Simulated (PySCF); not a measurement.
Computed vibrations of [Lu(H2O)8]3+

[Lu(H2O)8]3+ (singlet in the valence; each metal's 4f electrons, 14 of them, lie in its core potential, out of spins and levels). PySCF 2.14.0, RKS PBE0, Lu lcecp-1-SVP with ECP60, O def2-SVP, H def2-SVP; non-relativistic Hamiltonian with scalar-relativistic core potentials where named; density fitting; no spin-orbit coupling. Central differences of gradients.

```xyz
25

Lu    0.0000    0.0000    0.0000
O     2.0492    0.0001    1.2205
H     2.2317    0.0001    2.1749
H     2.9274    0.0001    0.8057
O    -0.0001    2.0492    1.2205
H    -0.0001    2.2317    2.1749
H    -0.0001    2.9274    0.8057
O    -2.0492   -0.0001    1.2205
H    -2.2317   -0.0001    2.1749
H    -2.9274   -0.0001    0.8057
O     0.0001   -2.0492    1.2205
H     0.0001   -2.2317    2.1749
H     0.0001   -2.9274    0.8057
O     1.4490    1.4491   -1.2205
H     2.0699    2.0701   -0.8057
H     1.5780    1.5781   -2.1749
O    -1.4491    1.4490   -1.2205
H    -2.0701    2.0699   -0.8057
H    -1.5781    1.5780   -2.1749
O    -1.4490   -1.4491   -1.2205
H    -2.0699   -2.0701   -0.8057
H    -1.5780   -1.5781   -2.1749
O     1.4491   -1.4490   -1.2205
H     2.0701   -2.0699   -0.8057
H     1.5781   -1.5780   -2.1749
```

Run from Python with OMP_NUM_THREADS=4. Where DIIS fails, smearing, a level shift and second-order steps follow.
It took 7.9 min on 4 threads of Intel(R) Xeon(R) Platinum 8259CL CPU @ 2.50GHz (Skylake/Cascade Lake), on a shared host.

Q: What are the harmonic wavenumbers and infrared intensities?

A: Modes are labelled in D4d; negative numbers are unstable modes, those under 60 cm⁻¹ near the noise; a finer grid moves soft modes by up to 10 cm⁻¹.
```
cm⁻¹  km/mol  symmetry
-360       –        a2
-277       –         e
-277       –         e
-139       –        b1
 -32       –         e
 -32       –         e
  98     0.0        b1
 132     1.0         e
 132     1.0         e
 134     9.9        b2
 137     0.0         e
 137     0.0         e
 142     0.0         e
 142     0.0         e
 165     1.7         e
 165     1.7         e
 167     0.0        a1
 216     0.0         e
 216     0.0         e
 247     0.0         e
 247     0.0         e
 259     0.0         e
 259     0.0         e
 266     0.0         e
 266     0.0         e
 274     0.2        b2
 284    18.6         e
 284    18.6         e
 295     0.0        a2
 330     0.0        a1
 429     0.0         e
 429     0.0         e
 462     0.0        b1
 465     0.0         e
 465     0.0         e
 468   967.0         e
 468   967.0         e
 544     0.0         e
 544     0.0         e
 563   311.1         e
 563   311.1         e
 565     0.0         e
 565     0.0         e
 571   518.7        b2
 596     0.0        a1
1657     0.0         e
1657     0.0         e
1662     0.0         e
1662     0.0         e
1666   362.7         e
1666   362.7         e
1671   188.5        b2
1684     0.0        a1
3776     0.0         e
3776     0.0         e
3779     0.0         e
3779     0.0         e
3782   606.1         e
3782   606.1         e
3784   392.9        b2
3797     0.0        a1
3843     0.0         e
3843     0.0         e
3844     0.0         e
3844     0.0         e
3846   227.9         e
3846   227.9         e
3848  1518.2        b2
3850     0.0        a1
```

Q: Is this a minimum?

A: No: 6 unstable; the lowest moves the atoms so:
```
Lu   0.00  0.00  0.00
O    0.00 -0.01  0.00
H    0.00 -0.23  0.00
H    0.00  0.27  0.00
O    0.01  0.00  0.00
H    0.23  0.00  0.00
H   -0.27  0.00  0.00
O    0.00  0.01  0.00
H    0.00  0.23  0.00
H    0.00 -0.27  0.00
O   -0.01  0.00  0.00
H   -0.23  0.00  0.00
H    0.27  0.00  0.00
O    0.01 -0.01  0.00
H   -0.19  0.19  0.00
H    0.16 -0.16  0.00
O    0.01  0.01  0.00
H   -0.19 -0.19  0.00
H    0.16  0.16  0.00
O   -0.01  0.01  0.00
H    0.19 -0.19  0.00
H   -0.16  0.16  0.00
O   -0.01 -0.01  0.00
H    0.19  0.19  0.00
H   -0.16 -0.16  0.00
```

An lcecp potential fixes the number of 4f electrons, so in runs with it no electron can move into or out of that shell.
